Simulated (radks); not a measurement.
Excited configurations of neutral praseodymium: one electron is placed in a higher orbital outside [Xe] 4f3 6s1. The ground configuration is [Xe] 4f3 6s2. All-electron calculation, scalar-relativistic Kohn-Sham, PBE, spin-polarised, spherical densities, point nucleus; open shells are filled with parallel spins first (spin-orbit coupling, left out, can overturn this in heavy ions). Program: a radial shooting solver on a logarithmic mesh with Libxc functionals. Excitation = E - E(ground); binding = E(ion) - E, where the ion is the core of charge +1; n* = 1/sqrt(2 binding) in atomic units, and the quantum defect is n - n*.

5d: excitation (eV) 0.905; binding (eV) 4.515; n* 1.736; quantum defect 3.264; eigenvalue (eV) -1.673
5f: excitation (eV) 4.429; binding (eV) 0.990; n* 3.706; quantum defect 1.294; eigenvalue (eV) -0.467
6p: excitation (eV) 1.697; binding (eV) 3.723; n* 1.912; quantum defect 4.088; eigenvalue (eV) -2.029
6d: excitation (eV) 3.850; binding (eV) 1.570; n* 2.944; quantum defect 3.056; eigenvalue (eV) -0.791
6f: excitation (eV) 4.707; binding (eV) 0.713; n* 4.370; quantum defect 1.630; eigenvalue (eV) -0.401
7s: excitation (eV) 3.241; binding (eV) 2.178; n* 2.499; quantum defect 4.501; eigenvalue (eV) -1.349
7d: excitation (eV) 4.418; binding (eV) 1.002; n* 3.686; quantum defect 3.314; eigenvalue (eV) -0.591
7f: excitation (eV) 4.891; binding (eV) 0.529; n* 5.074; quantum defect 1.926; eigenvalue (eV) -0.333

The Delta-SCF ionisation energy is 5.420 eV (NIST Atomic Spectra Database: 5.470 eV, semi-empirical). Self-interaction in the functional shifts the binding energies and quantum defects, so they are the method's values and not measured ones. Open shells are spherical and high-spin; term and fine-structure splittings are not resolved. Spin-orbit splitting is averaged out at the scalar-relativistic level.
